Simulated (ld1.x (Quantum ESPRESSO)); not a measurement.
# vanadium (V), TM: configuration errors across variants

ld1.x (Quantum ESPRESSO) 7.5 input, shortened:

```
&input
   title='V', zed=23., rel=1, dft='PZ', iswitch=3,
   config='[Ar] 3d3 4s2 4p0'
 /
 &inputp
   pseudotype=2, tm=.true., lloc=2,
   nlcc=.false.
 /
3
3S  1  0   2.00   0.00  1.45  1.45  0.0
3P  2  1   6.00   0.00  1.25  1.25  0.0
3D  3  2   3.00   0.00  2.15  2.15  0.0
 &test
   configts(1)='3s2 3p6 3d3 4s2 4p0'
 /
```

Occupied shells without a wave of their own: 4s. They enter only through the test configuration that unscreens the potential.

All-electron excitation energies from the reference (eV): (1) 3s2 3p6 3d3 4s1 4p0 7.941; (2) 3s2 3p6 3d3 4s0 4p0 22.486; (3) 3s2 3p6 3d2 4s0 4p0 51.645; (4) 3s2 3p6 3d3 4s1 4p1 3.409; (5) 3s2 3p6 3d3 4s1.5 4p0 3.180; (6) 3s2 3p6 3d2 4s2 4p1 5.910; (7) 3s2 3p6 3d3 4s0 4p1 12.118; (8) 3s2 3p6 3d3 4s2 4p0 spin -1.628; (9) 3s2 3p6 3d3 4s1 4p0 spin 5.572.

Spin tests fill each open shell by Hund’s rule, majority spin first.

For the base: The 4s level has no wave, so the channel is fitted at the deeper level alone: the likely source of the large errors.

Tests that are not counted but printed errors over 1 eV. “all radii scaled by about 1.17 (s 1.70, p 1.46, d 2.52 bohr)”: 3s2 3p6 3d2 4s2 4p1 (solver errors, printed error -32.7 eV).

3 further variants failed, have other tests or too few solved ones, and are left out.

The file “base” misses its own reference levels by 0.3 eV. The file “all radii scaled by about 1.04 (s 1.50, p 1.30, d 2.22 bohr)” misses its own reference levels by 0.4 eV. The file “all radii scaled by about 1.17 (s 1.70, p 1.46, d 2.52 bohr)” misses its own reference levels by 1.3 eV.

Errors AE − PS in meV (a dash: test not solved or not reliable):

```tsv
change	(1)	(2)	(3)	(4)	(5)	(6)	(7)	(8)	(9)	bound ghosts
base	-430	-1425	-2757	-587	-172	-47	-1517	+163	-208	none
all radii scaled by about 0.77 (s 1.12, p 0.96, d 1.66 bohr)	+40	+72	-14	-46	+19	-65	-66	+149	+198	none
all radii scaled by about 0.85 (s 1.22, p 1.06, d 1.82 bohr)	+13	-28	-242	-102	+8.5	-77	-199	+150	+171	none
all radii scaled by about 0.89 (s 1.28, p 1.12, d 1.92 bohr)	-34	-197	-606	-183	-9.0	-85	-401	+152	+131	none
all radii scaled by about 1.04 (s 1.50, p 1.30, d 2.22 bohr)	-674	-2174	-4001	-813	-273	-27	-2171	+166	-417	none
all radii scaled by about 1.17 (s 1.70, p 1.46, d 2.52 bohr)	-1970	-6285	-10483	-2059	-797	–	-5878	+174	-1518	none
```

(1) Give the same row for: all radii scaled by about 1.09 (s 1.58, p 1.36, d 2.36 bohr).

Results:

(1) -1213, -3918, -6854, -1349, -490, -32, -3753, +173, -868; bound ghosts: none.
